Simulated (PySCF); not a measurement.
Cl3Sn, charge +1, singlet, geometry from GFN2-xTB (such geometries of metal compounds can be far from the true shape) (all electrons, no relativity).

Input for PySCF:
```python
from pyscf import gto, scf, dft

mol = gto.Mole()
mol.atom = '''
    Sn   -0.00000000    0.00000000    0.00000000
    Cl    2.22169726   -0.28046629   -0.42811001
    Cl   -0.94312463   -0.98953972    1.82461100
    Cl   -1.27857262    1.27000601   -1.39650099
'''
mol.basis = 'sto-3g'
mol.charge = 1
mol.verbose = 4
mol.build()

mf = dft.RKS(mol)
mf.xc = 'b3lyp5'
mf.grids.atom_grid = (99, 590)
mf.grids.prune = None
mf.kernel()
```

Problem. Estimate the HOMO-LUMO gap that B3LYP5/STO-3G (PySCF) returns for this input.

Solution. 5.75 eV

Problem. Give the number of basis functions at the level B3LYP5/STO-3G.

Solution. 54

Problem. Give the HOMO energy at the level B3LYP5/STO-3G.

Solution. -13.51 eV

Problem. Give the Mulliken (on the basis functions themselves) charges in atom order at the level B3LYP5/STO-3G.

Solution. Sn1 1.38, Cl2 -0.13, Cl3 -0.13, Cl4 -0.13

Problem. What nuclear repulsion energy does B3LYP5/STO-3G give?

Solution. 708.0567 Eh
